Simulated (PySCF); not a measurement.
B(Cl)(OMe)(NH2) (CH5BClNO), SMILES COB(N)Cl. Geometry: PBE-D3(BJ)/def2-SVP. The structure was generated by enumeration, and PubChem lists no compound with its InChIKey, so it may never have been made. One conformer was computed; it need not be the lowest.

Computed equilibrium geometry at PBE-D3(BJ)/def2-SVP (PySCF confirms it by a frequency run) as Cartesian coordinates in Å, and its point group (one conformer of several):
point group Cs.
```xyz
10

B      0.1909    -0.0746     0.0000
Cl    -0.3827    -1.7695     0.0000
O     -0.7752     0.8946     0.0000
C     -0.4228     2.2624     0.0000
H      0.1681     2.5403     0.9032
H     -1.3523     2.8650     0.0000
H      0.1681     2.5403    -0.9032
N      1.5796     0.1777     0.0000
H      2.2617    -0.5780     0.0000
H      1.9868     1.1116     0.0000
```
